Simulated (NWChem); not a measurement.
Program: NWChem. System: C2H5FSi2, charge 0, spin multiplicity 1, at a geometry optimised with PBE/def2-SVP. The structure started from a generated list of species. Level: RHF/def2-TZVP.

The NWChem input:

```
start mol
memory heap 200 mb stack 800 mb global 1000 mb
geometry units angstroms nocenter noautoz noautosym
  C      2.101025     1.913237     0.270092
  C      1.354193     1.004483    -0.088118
  Si     0.174379    -0.310414    -0.582348
  F      0.790395    -1.774880    -0.153398
  Si    -1.868242     0.010007     0.542131
  H      2.764745     2.710574     0.581022
  H      0.032571    -0.300378    -2.077091
  H     -2.848389    -1.069979     0.171910
  H     -1.640842    -0.012929     2.028315
  H     -2.438878     1.346025     0.147614
end
basis spherical
  * library def2-tzvp
end
scf
  rhf
  nopen 0
  maxiter 100
  thresh 1e-7
  semidirect memsize 60000000 filesize 0
end
task scf energy
```

Part of the output:

```
             Northwest Computational Chemistry Package (NWChem) 7.3.0
             --------------------------------------------------------

                                NWChem Input Module
                                -------------------

 Scaling coordinates for geometry "geometry" by  1.889725989
 (inverse scale =  0.529177249)

                             Geometry "geometry" -> ""
                             -------------------------

 Output coordinates in angstroms (scale by  1.889725989 to convert to a.u.)

  No.       Tag          Charge          X              Y              Z
 ---- ---------------- ---------- -------------- -------------- --------------
    1 C                    6.0000     2.10102500     1.91323700     0.27009200
    2 C                    6.0000     1.35419300     1.00448300    -0.08811800
    3 Si                  14.0000     0.17437900    -0.31041400    -0.58234800
    4 F                    9.0000     0.79039500    -1.77488000    -0.15339800
    5 Si                  14.0000    -1.86824200     0.01000700     0.54213100
    6 H                    1.0000     2.76474500     2.71057400     0.58102200
    7 H                    1.0000     0.03257100    -0.30037800    -2.07709100
    8 H                    1.0000    -2.84838900    -1.06997900     0.17191000
    9 H                    1.0000    -1.64084200    -0.01292900     2.02831500
   10 H                    1.0000    -2.43887800     1.34602500     0.14761400

 Effective nuclear repulsion energy (a.u.)     250.1226486465

            Nuclear Dipole moment (a.u.)
            ----------------------------
        X                 Y               Z
 ---------------- ---------------- ----------------
    -0.0000226767     0.0000283459    -0.0000113384


 Summary of "ao basis" -> "" (spherical)
 ------------------------------------------------------------------------------
       Tag                 Description            Shells   Functions and Types
 ---------------- ------------------------------  ------  ---------------------
 *                         def2-tzvp                  on all atoms
[...]
   Bfn.  Coefficient  Atom+Function         Bfn.  Coefficient  Atom+Function
  ----- ------------  ---------------      ----- ------------  ---------------
    67      1.254931   3 Si s                 5     -0.874588   1 C  s
    81      0.851555   3 Si py               44      0.730945   2 C  py
   135     -0.590606   5 Si s                12      0.466799   1 C  px
   148     -0.416425   5 Si px               43      0.385120   2 C  px
   194     -0.367455  10 H  s               149      0.295441   5 Si py

 Vector   29  Occ=0.000000D+00  E= 1.095779D-01
              MO Center=  2.8D-01,  7.1D-01,  9.5D-02, r^2= 6.6D+00
   Bfn.  Coefficient  Atom+Function         Bfn.  Coefficient  Atom+Function
  ----- ------------  ---------------      ----- ------------  ---------------
   150      0.650219   5 Si pz              182      0.592684   8 H  s
   135     -0.573628   5 Si s                14     -0.444362   1 C  pz
    45      0.436242   2 C  pz              176      0.415688   7 H  s
    12      0.395543   1 C  px              149      0.395129   5 Si py
   188     -0.390896   9 H  s                36      0.361356   2 C  s

 Vector   30  Occ=0.000000D+00  E= 1.191429D-01
              MO Center= -9.3D-01,  8.3D-02, -1.4D-01, r^2= 8.5D+00
   Bfn.  Coefficient  Atom+Function         Bfn.  Coefficient  Atom+Function
  ----- ------------  ---------------      ----- ------------  ---------------
    36      2.116630   2 C  s               135     -1.786458   5 Si s
    80     -1.618126   3 Si px              148     -1.524447   5 Si px
     5     -0.989742   1 C  s                67      0.786247   3 Si s
   188      0.775528   9 H  s                81     -0.516112   3 Si py
    13      0.502408   1 C  py                4      0.439373   1 C  s

 center of mass
 --------------
 x =   0.08952689 y =  -0.08027411 z =  -0.01812364

 moments of inertia (a.u.)
 ------------------
         560.198274912774        -155.010600750761         109.686061711084
        -155.010600750761         848.859211870090         -63.145836504089
         109.686061711084         -63.145836504089        1209.058356186609

  Mulliken analysis of the total density
  --------------------------------------

    Atom       Charge   Shell Charges
 -----------   ------   -------------------------------------------------------
    1 C    6     6.20   0.86  1.12  0.53  0.50  0.17  1.18  1.32  0.50  0.02  0.01  0.01
    2 C    6     6.29   0.86  1.12  0.49  0.86  0.02  1.19  1.24  0.43  0.01  0.05  0.01
    3 Si  14    13.24   2.00  0.58  1.39  0.76  0.31  4.12  1.73  0.51  1.17  0.15  0.20  0.24  0.07
    4 F    9     9.43   0.77  1.20  0.59  1.01  0.35  2.24  2.30  0.96  0.00  0.01  0.00
    5 Si  14    13.90   2.00  0.58  1.39  0.81  0.48  4.12  1.73  0.52  1.55  0.43  0.11  0.16  0.02
    6 H    1     0.79   0.25  0.46  0.06  0.02
    7 H    1     1.05   0.24  0.55  0.25  0.01
    8 H    1     1.04   0.23  0.56  0.23  0.01
    9 H    1     1.03   0.23  0.56  0.23  0.01
   10 H    1     1.04   0.23  0.56  0.24  0.01

       Multipole analysis of the density wrt the origin
       ------------------------------------------------

     L   x y z        total         open         nuclear
     -   - - -        -----         ----         -------
     0   0 0 0     -0.000000      0.000000     54.000000

     1   1 0 0     -0.117813      0.000000     -0.000023
     1   0 1 0      0.778734      0.000000      0.000028
     1   0 0 1     -0.015981      0.000000     -0.000011

     2   2 0 0    -32.363693      0.000000    417.101660
     2   1 1 0      4.557569      0.000000     92.509418
     2   1 0 1      1.199027      0.000000    -59.432483
     2   0 2 0    -33.753644      0.000000    243.236633
     2   0 1 1      1.260732      0.000000     35.045889
     2   0 0 2    -34.135791      0.000000     65.621366

 Task  times  cpu:      142.8s     wall:      142.8s

 Total times  cpu:      142.9s     wall:      142.9s
```
